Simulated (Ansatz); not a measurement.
C3H5 (SMILES [CH]=CC), doublet (typed; the unrestricted solution is spin-contaminated), geometry from GFN2-xTB; HF/6-311G** run with Ansatz (a first-principles code).

Here is a job for Ansatz.
Ansatz 0.2 input:
```yaml
crystal:
  periodic: [false, false, false]
  atoms:
    - {symbol: C, position_ang: [1.32517045, 0.17996425, -0.00948946]}
    - {symbol: C, position_ang: [0.06095864, 0.44136230, -0.01602886]}
    - {symbol: H, position_ang: [2.25652235, 0.69360547, -0.03009773]}
    - {symbol: H, position_ang: [-0.31124892, 1.47566041, -0.05242127]}
    - {symbol: C, position_ang: [-1.04589578, -0.57280156, 0.02299841]}
    - {symbol: H, position_ang: [-0.64250733, -1.58055333, 0.05836424]}
    - {symbol: H, position_ang: [-1.67008190, -0.40821458, 0.90058097]}
    - {symbol: H, position_ang: [-1.67408412, -0.47164793, -0.86130678]}
basis:
  gaussian:
    orbitals: 6-311G__.json
hamiltonian:
  xc: hf
magnetization: {spin_polarized: true, initial_magnetization: 1}
```
The basis file holds 6-311G** in the JSON format of the Basis Set Exchange.

Output, abridged:

```
Functional definition: HF
757 factors; their error is unknown
mean field evaluation 1: about -3166.4695 eV, gradient 1.8e1 eV
mean field evaluation 2: about -3168.4913 eV, gradient 6.6e0 eV
mean field evaluation 4: about -3168.8669 eV, gradient 1.1e0 eV
mean field evaluation 8: about -3168.9617 eV, gradient 2.7e-1 eV
mean field evaluation 16: about -3166.4753 eV, gradient 1.8e1 eV
mean field -3168.97284010 eV, -116.4576038668 hartree, gradient 1.4e-5 eV, S^2 0.915496; 0 other end points of the search recorded, 0 dependent functions left out
reference -3168.97284010 eV, -116.4576038668 hartree; 12, 11 occupied and 72, 73 virtual orbitals, 757 factors
Total energy: -3168.97284010 eV, -116.4576038668 hartree
```
